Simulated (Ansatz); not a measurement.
Cost and result for the atomization energy of GeH6O2Si, SMILES `O[SiH2][GeH2][OH]` (10 atoms, 9 bonds).

Cartesian coordinates in Å:
```
O 1.4738 -0.9222 0.4567
Si -0.1364 -0.8157 0.8413
Ge -0.7863 1.0526 -0.4986
O 0.3348 1.0263 -1.8936
H 1.9803 -1.6542 0.8117
H -0.3382 -0.6006 2.3024
H -0.8571 -2.0673 0.4732
H -2.1990 0.9639 -1.0978
H -0.6406 2.3978 0.2458
H 1.1686 0.6194 -1.6410
```

Total charge 0; spin multiplicity 1. Correlated methods include outer-core shells of Ge, which these sets cover unevenly. Scalar relativity is left out up to krypton. Geometry: relaxed with PBE0-D4/def2-TZVP. It is one conformer, not always the lowest. Program: Ansatz. All runs use 4 threads of an Arm Neoverse V1 on a shared host. Times are those of one run each, without the atoms' runs, and a repeat can differ threefold. Electronic energies, without spin–orbit coupling; frozen cores. CCSD(T)/CBS adds CCSD(T) − MP2 in def2-TZVPP to the MP2 limit, and its time is that of the two runs behind it. T1 = 0.012. With those shells the extrapolation isn't a true limit. B3LYP takes the VWN-RPA correlation (the form of Gaussian; ORCA's B3LYP/G).

CCSD(T)/CBS is a level of theory with its own doubt, some kJ/mol a heavy atom from the limit and from the frozen cores, so smaller differences don't rank the functionals.

| level | functions | wall time |
| --- | --- | --- |
| PBE-D4/def2-TZVPP (with forces) | 236 | 2.5 s |
| PBE0-D4/def2-TZVPP | 236 | 3.3 s |
| r2SCAN-D4/def2-TZVPP (with forces) | 236 | 4.7 s |
| B3LYP-D4/def2-TZVPP (with forces) | 236 | 5 s |
| B2PLYP/def2-TZVPP | 236 | 6 s |
| ωB97X-V/def2-TZVPP | 236 | 8 s |
| ωB97M-V/def2-TZVPP (with forces) | 236 | 13 s |
| MP2/def2-QZVPP | 453 | 23 s |
| CCSD(T)/def2-TZVPP | 236 | 2.9 min |
| CCSD(T)/CBS(def2) | – | 3.2 min |

Q: What atomization energy does each give, and how far from CCSD(T)/CBS? (An estimate is asked.)

A: Ansatz gave: 
| level | atomization (kcal/mol) | difference from CCSD(T)/CBS | per bond |
| --- | --- | --- | --- |
| PBE-D4/def2-TZVPP (with forces) | 767.9 | -5.7 | -0.6 |
| PBE0-D4/def2-TZVPP | 754.6 | -19.0 | -2.1 |
| r2SCAN-D4/def2-TZVPP (with forces) | 767.8 | -5.8 | -0.7 |
| B3LYP-D4/def2-TZVPP (with forces) | 762.7 | -10.9 | -1.2 |
| B2PLYP/def2-TZVPP | 756.8 | -16.8 | -1.9 |
| ωB97X-V/def2-TZVPP | 772.2 | -1.4 | -0.2 |
| ωB97M-V/def2-TZVPP (with forces) | 766.1 | -7.5 | -0.8 |
| MP2/def2-QZVPP | 772.7 | -0.9 | -0.1 |
| CCSD(T)/def2-TZVPP | 752.4 | -21.2 | -2.4 |
| CCSD(T)/CBS(def2) | 773.6 | 0.0 | 0.0 |

From PBE to PBE0 (25 % exact exchange), in def2-TZVPP and without D4, the atomization energy moves by −12.7 kcal/mol: exact exchange takes away binding that semilocal exchange gives to molecules. In def2-TZVPP, CCSD(T) changes the Hartree–Fock value by +210.2 kcal/mol (the triples alone add +10.5 kcal/mol) and MP2 by +217.9 kcal/mol; breaking electron pairs costs correlation energy, which Hartree–Fock lacks. The D4 term adds +7.5 kcal/mol with B3LYP and +3.9 kcal/mol with PBE0; it sums over pairs of atoms, weighted by their polarisabilities, and B3LYP, whose exchange is more repulsive, gets the larger term.

For some Ge, Se and Sn compounds the MP2-based and the directly extrapolated limit differ by 10 to 25 kJ/mol.
